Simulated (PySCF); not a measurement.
difluoro(1-fluoroethenyl)borane (C2H2BF3), SMILES C=C(F)B(F)F. Atoms are numbered in the order given.

```xyz
8

C     -1.1176    -1.5468     0.0000
C     -0.0166    -0.7872     0.0000
F      1.2023    -1.3622     0.0000
B     -0.0256     0.7730     0.0000
F      1.0914     1.4705     0.0000
F     -1.1726     1.4305     0.0000
H     -2.0995    -1.0715     0.0000
H     -1.0573    -2.6383     0.0000
```
Charge 0, spin multiplicity 1.

The structure is a stationary point at B3LYP-D3(BJ)/def2-SVP. One conformer was computed; it need not be the lowest.

Two levels are set side by side: PBE/pcSseg-1 (PySCF) and HF/pcSseg-1 (PySCF). GIAO shifts against BF3 (¹¹B), CFCl3 (¹⁹F), TMS (¹H), TMS (¹³C) at the same level; non-relativistic, no solvent, atoms listed together averaged. Differences are taken from unrounded values.

```tsv
quantity	PBE
δ(¹³C) of C1 (ppm)	123.5
δ(¹³C) of C2 (ppm)	171.6
δ(¹⁹F) of F3 (ppm)	-120.1
δ(¹¹B) of B4 (ppm)	8.8
```

### Question
These are the PBE values. What does HF give? (An estimate is asked for; the answer gives what the named calculation found.)

### Answer

| quantity | HF | PBE minus HF |
|---|---|---|
| δ(¹³C) of C1 (ppm) | 132.5 | -9.0 |
| δ(¹³C) of C2 (ppm) | 165.9 | 5.7 |
| δ(¹⁹F) of F3 (ppm) | -113.3 | -6.7 |
| δ(¹¹B) of B4 (ppm) | 10.6 | -1.8 |

Rough cost on one machine, each run with all the roots and properties that it gave: HF against PBE within a factor of 2.
